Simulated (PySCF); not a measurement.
## Fine-structure interval of As²⁺ by level of theory

As²⁺ [Ar] 3d10 4s2 4p1 [4p1/2^1, M_J = 1/2] → As²⁺ [Ar] 3d10 4s2 4p1 [4p3/2^1, M_J = 3/2], as a difference of total energies. Computed with PySCF 2.14 in x2c-TZVPall-2c (6s7p4d1f, 54 functions), with the two-component X2C-1e Hamiltonian. Correlated levels: [Ne] frozen. "Screened" scales the spin-orbit matrix elements by Boettger's factors to mimic the two-electron term; Breit and QED terms are absent.

| method | fine-structure interval (cm⁻¹) |
| --- | --- |
| GHF (screened spin-orbit) | 3877.6 |
| GMP2 (screened spin-orbit) | 2910.7 |
| GHF (bare spin-orbit) | 4060.6 |

GHF and GMP2 differ strongly here because the two determinants are spin-polarised to different degrees; the interval is a small difference of such terms.
